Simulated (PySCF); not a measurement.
**What builds the second ionisation energy along the third row**

Calculated with PySCF 2.14 from differences of total energies of unrestricted determinants, without spin-orbit coupling. Each column adds one step, in eV (sums use unrounded values): valence MP2, valence CCSD, valence triples, then the next inner shell at CCSD(T) (Al 2s 2p, Si 2s 2p, P 2s 2p, S 2s 2p, Cl 2s 2p, Ar 2s 2p). References (NIST) marked * lie between the lowest fine-structure levels; the others compare directly ((s) semi-empirical, (t) theoretical).

| element | UHF | + MP2 | + CCSD | + (T) | + inner shell | sum | reference |
| --- | --- | --- | --- | --- | --- | --- | --- |
| Al [Ne] 3s2 → [Ne] 3s1 (x2c-QZVPPall, spin-free X2C) | 17.551 | 0.799 | 0.296 | 0.000 | 0.140 | 18.786 | 18.829 |
| Si [Ne] 3s2 3p1 → [Ne] 3s2 (x2c-QZVPPall, spin-free X2C) | 15.835 | 0.294 | 0.102 | 0.033 | -0.005 | 16.258 | 16.322 |
| P [Ne] 3s2 3p2 → [Ne] 3s2 3p1 (x2c-QZVPPall, spin-free X2C) | 19.156 | 0.487 | 0.027 | 0.041 | 0.002 | 19.713 | 19.769 (s) * |
| S [Ne] 3s2 3p3 → [Ne] 3s2 3p2 (x2c-QZVPPall, spin-free X2C) | 22.711 | 0.663 | -0.077 | 0.047 | 0.004 | 23.347 | 23.338 * |
| Cl [Ne] 3s2 3p4 → [Ne] 3s2 3p3 (x2c-QZVPPall, spin-free X2C) | 22.577 | 0.894 | 0.122 | 0.037 | 0.014 | 23.643 | 23.771 |
| Ar [Ne] 3s2 3p5 → [Ne] 3s2 3p4 (x2c-QZVPPall, spin-free X2C) | 26.354 | 1.114 | -0.017 | 0.044 | 0.012 | 27.508 | 27.630 * |

What remains against the references is mostly basis incompleteness and, for starred values, spin-orbit coupling.

These are valence bases, so the inner-shell step is incomplete.
